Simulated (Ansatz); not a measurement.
Species: C3H5N, SMILES `C=CN=C` (C–C–N–C torsion 180°) (charge 0, multiplicity 1).

### Question
Give a relaxed geometry from B3LYP-D3(BJ)/def2-TZVP run with Ansatz (a quantum-chemistry and plane-wave program).

### Answer
One answer among several that fit: the end point of this relaxation, one of several conformers (outside a Z-matrix the atoms follow the SMILES, hydrogens last).
Cartesian coordinates (Å) in one orientation:
```xyz
9

C     -1.731    -0.203     0.236
C     -0.425    -0.249     0.481
N      0.481     0.508    -0.268
C      1.713     0.417     0.017
H     -2.119     0.426    -0.554
H     -2.429    -0.790     0.817
H     -0.023    -0.881     1.276
H      2.098    -0.224     0.819
H      2.436     0.996    -0.552
```
